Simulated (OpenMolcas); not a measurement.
**Mn3+ in a point-charge field**

Mn3+ among 8 point charges of -1.6 e arranged as a cube (Oh), 2.14 Å from the ion.
```
   1.2355    1.2355    1.2355  -1.60
   1.2355    1.2355   -1.2355  -1.60
   1.2355   -1.2355    1.2355  -1.60
   1.2355   -1.2355   -1.2355  -1.60
  -1.2355    1.2355    1.2355  -1.60
  -1.2355    1.2355   -1.2355  -1.60
  -1.2355   -1.2355    1.2355  -1.60
  -1.2355   -1.2355   -1.2355  -1.60
```

| Property | Result |
| --- | --- |
| Program | OpenMolcas |
| Method | SS-CASPT2, IPEA 0.25 Eh, imaginary shift 0.1 Eh (closed shells correlated: 3s 3p) |
| Basis | ANO-RCC-VDZP [5s4p2d1f] |
| Scalar Hamiltonian | DKH2, point nucleus |
| Active space | 4 electrons in 5 orbitals (3d) |
| State averaging | 2S+1 = 5 even, 5 roots; 2S+1 = 3 even, 45 roots; 2S+1 = 1 even, 50 roots |
| Spin-orbit coupling | RASSI with atomic mean-field integrals over the reference wave functions |

The lowest spin-free states (labels of O, the rotations of Oh), above the lowest:

| State | Degeneracy | E (cm-1) | Free-ion L (%) |
| --- | --- | --- | --- |
| 5T2 | 3 | 0 | D (100) |
| 5E | 2 | 2150 | D (100) |
| 3T1 | 3 | 21500 | H (85) |
| 3T2 | 3 | 22320 | H (94) |
| 3T1 | 3 | 22860 | H (79) |
| 3T1 | 3 | 23320 | P (71) |
| 3E | 2 | 23950 | H (99) |
| 3T2 | 3 | 24450 | F (71) |
| 3A2 | 1 | 25490 | F (100) |
| 3T1 | 3 | 25760 | F (60) |
| 3T2 | 3 | 26410 | G (76) |
| 3E | 2 | 27770 | G (99) |
| 3A1 | 1 | 28970 | G (100) |
| 3T1 | 3 | 29270 | G (83) |
| 1A1 | 1 | 31660 | I (63) |
| 1T1 | 3 | 32510 | I (78) |
| 3T2 | 3 | 33010 | D (99) |
| 1A1 | 1 | 33170 | G (58) |
| 1T2 | 3 | 33460 | I (98) |
| 1T1 | 3 | 33660 | G (78) |

The lowest levels with spin-orbit coupling:

| E (cm-1) | Degeneracy | Label | 2S+1 |
| --- | --- | --- | --- |
| 0 | 1 | A1 | 5 |
| 50 | 3 | T1 | 5 |
| 99 | 3 | T2 | 5 |
| 350 | 2 | E | 5 |
| 380 | 3 | T1 | 5 |
| 580 | 3 | T2 | 5 |
| 2460 | 1 | A2 | 5 |
| 2480 | 3 | T2 | 5 |
| 2510 | 2 | E | 5 |
| 2520 | 3 | T1 | 5 |
| 2540 | 1 | A1 | 5 |
| 21370 | 1 | A1 | 3 |
| 21640 | 3 | T1 | 3 |
| 21860 | 2 | E | 3 |
| 21910 | 3 | T2 | 3 |
| 22500 | 3 | T1 | 3 |
| 22570 | 2 | E | 3 |
| 22710 | 3 | T2 | 3 |
| 22790 | 1 | A2 | 3 |
| 22830 | 1 | A1 | 3 |

Powder χT (cm3 K/mol): 0.0713 at 2 K, 0.357 at 10 K, 1.23 at 50 K, 1.54 at 100 K, 1.92 at 200 K, 2.19 at 300 K. The effective moment at 300 K is 2.828 √(χT) = 4.18 μB.

The lowest level has 2S+1 = 5, for which the spin-only value is χT = S(S+1) / 2 = 3.000 cm3 K/mol (g = 2). The computed 2.189 at 300 K differs by -0.811, through orbital momentum, spin-orbit coupling and any other state in reach. With a threefold ground state the orbital momentum is unquenched, so the spin-only value is not expected to hold.

Roots that are degenerate in the reference are averaged as groups; the widest CASPT2 spread within a group is 380 cm-1 (the 3-fold group of multiplicity 3 near 57200 cm-1 above the lowest state of its run). Shifts and gaps below about the spread of the groups concerned are not significant. An orbital triplet at a regular site is open to Jahn-Teller coupling, which can distort the site and quench the lowest spin-orbit gaps and is left out. The ground term spreads over less than 5000 cm-1, several times less than with real ligands, so orbital moments are less quenched and χT lies further from the spin-only value than at real sites. Free-ion shares, where given, are those of the reference states; single-state CASPT2 does not remix them. This is an electrostatic model: the charges have no orbitals. No measured value stands beside these numbers.
